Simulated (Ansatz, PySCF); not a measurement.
Caution: the highest occupied level lies above zero, so the state may not be bound. Caution: the restricted solution is unstable towards spin-unrestricted or complex orbitals, so a lower solution exists and this singlet may not be the ground state. This singlet is an excited state, 0.10 eV above the relaxed triplet at the level frozen-core CCSD(T)/aug-cc-pVDZ // PBE0-D3(BJ)/def2-TZVPD (Ansatz, a first-principles code).

Cartesian coordinates (Å):
SMILES: [AlH2][B-][SiH3]
```xyz
8

Al     2.1467     0.3337     0.4938
B      0.2500    -0.0768     0.0856
Si    -1.6320    -0.3275    -0.3575
H      3.1810    -0.7854     1.0442
H      2.7902     1.8076     0.3061
H     -2.6176    -0.7227     0.7191
H     -2.0896     1.0332    -0.8133
H     -2.0287    -1.2621    -1.4779
```
Charge -1, spin multiplicity 1.

**Question.** Estimate the HOMO and total energy that PBE-D3(BJ)/def2-TZVPD // PBE0-D3(BJ)/def2-TZVPD (PySCF) returns for this input.

**Answer.** 
```
Property            Result
------------  ------------
HOMO               0.71 eV
total energy  -15221.88 eV
```
